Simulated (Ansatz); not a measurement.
Input file for Ansatz (a first-principles code): U-CCSD(T)/def2-SVP on KH, a point of a bond scan (R = 4.531 Å).

Ansatz 0.2 input:
```yaml
crystal:
  periodic: [false, false, false]
  atoms:
    - {symbol: K, position_ang: [-0.00000000, -0.00000000, -0.11326949]}
    - {symbol: H, position_ang: [0.00000000, 0.00000000, 4.41751011]}
basis:
  gaussian:
    orbitals: def2-SVP
correlation: {method: ccsd_t, electrons: outside_noble_gas}
scf: {omitted_lower_state_checks: [cluster_reference]}
magnetization: {spin_polarized: true, initial_magnetization: 0}
```

Output:

```
WARN ansatz: RAYON_NUM_THREADS=2 ignored (pool sized by the plan → 2); use --threads N
Functional definition: HF
these checks for a lower state are left out or cut short: cluster_reference
integrals: 0.01 GiB planned
279 factors; integrals over basis functions are off by at most 6.1e-4 eV
mean field: 0.06 GiB planned
mean field evaluation 1: about -16313.1721 eV, gradient 6.2e0 eV
mean field evaluation 2: about -16313.1731 eV, gradient 6.2e0 eV
mean field evaluation 4: about -16314.0503 eV, gradient 3.3e-1 eV
mean field evaluation 8: about -16314.0607 eV, gradient 8.0e-4 eV
mean field evaluation 16: about -16314.9873 eV, gradient 1.9e0 eV
mean field evaluation 32: about -16315.2911 eV, gradient 1.6e0 eV
mean field evaluation 64: about -16305.0217 eV, gradient 1.3e1 eV
mean field evaluation 96: about -16310.1603 eV, gradient 3.4e-4 eV
mean field evaluation 128: about -16310.4834 eV, gradient 2.1e0 eV
mean field evaluation 160: about -16313.6145 eV, gradient 8.6e0 eV
mean field evaluation 192: about -16313.3713 eV, gradient 7.5e-2 eV
mean field -16315.34084194 eV, -599.5777170061 hartree, gradient 1.4e-6 eV, S^2 0.968284; 16 other end points of the search recorded, 0 dependent functions left out
9 core orbitals not correlated
reference -16315.34084194 eV, -599.5777170061 hartree; 1, 1 occupied and 19, 19 virtual orbitals, 279 factors
second order -0.01343431 eV of doubles, -0.00000000 eV of singles
coupled cluster: 0.05 GiB planned
cycle   1  -0.01716484 eV  change   -3.7e-3 eV  update   1.8e-2
cycle   2  -0.02851926 eV  change   -1.1e-2 eV  update   1.5e-2
cycle   3  -0.03749731 eV  change   -9.0e-3 eV  update   1.0e-2
cycle   4  -0.03779633 eV  change   -3.0e-4 eV  update   6.5e-3
cycle   5  -0.04302445 eV  change   -5.2e-3 eV  update   5.4e-3
cycle   6  -0.04599189 eV  change   -3.0e-3 eV  update   4.8e-3
cycle   7  -0.04882660 eV  change   -2.8e-3 eV  update   4.6e-3
cycle   8  -0.05091837 eV  change   -2.1e-3 eV  update   4.4e-3
cycle   9  -0.05324796 eV  change   -2.3e-3 eV  update   4.4e-3
cycle  10  -0.06273361 eV  change   -9.5e-3 eV  update   4.4e-3
cycle  11  -0.07786687 eV  change   -1.5e-2 eV  update   4.1e-3
cycle  12  -0.10773937 eV  change   -3.0e-2 eV  update   3.5e-3
cycle  13  -0.12001250 eV  change   -1.2e-2 eV  update   1.8e-3
cycle  14  -0.11845362 eV  change    1.6e-3 eV  update   9.7e-4
cycle  15  -0.12363840 eV  change   -5.2e-3 eV  update   1.1e-3
cycle  16  -0.12090941 eV  change    2.7e-3 eV  update   5.9e-4
cycle  17  -0.12243944 eV  change   -1.5e-3 eV  update   7.8e-4
cycle  18  -0.12287024 eV  change   -4.3e-4 eV  update   4.0e-4
cycle  19  -0.12385762 eV  change   -9.9e-4 eV  update   2.5e-4
cycle  20  -0.12344895 eV  change    4.1e-4 eV  update   1.4e-4
cycle  21  -0.12342750 eV  change    2.1e-5 eV  update   5.9e-5
cycle  22  -0.12343264 eV  change   -5.1e-6 eV  update   3.2e-5
cycle  23  -0.12339196 eV  change    4.1e-5 eV  update   1.8e-5
cycle  24  -0.12338528 eV  change    6.7e-6 eV  update   5.7e-6
cycle  25  -0.12338386 eV  change    1.4e-6 eV  update   2.3e-6
cycle  26  -0.12338648 eV  change   -2.6e-6 eV  update   1.6e-6
cycle  27  -0.12339403 eV  change   -7.5e-6 eV  update   1.2e-6
cycle  28  -0.12339729 eV  change   -3.3e-6 eV  update   5.9e-7
cycle  29  -0.12339731 eV  change   -1.2e-8 eV  update   2.8e-7
coupled cluster: 0.05 GiB planned
perturbative correction 0.00000000 eV, 0.0000000000 hartree
WARN: these amplitudes may be one of several solutions (largest doubles amplitude 0.53, level shift 0.00 eV)
Total energy: -16315.46423925 eV, -599.5822517735 hartree
Checks for a lower state left out: cluster_reference
```

The calculation finished and met its thresholds. Its determinant has ⟨S²⟩ = 0.97, a mixture of spin states.

Warnings raised: other roots.

Cost: very roughly 2.3 core-seconds.
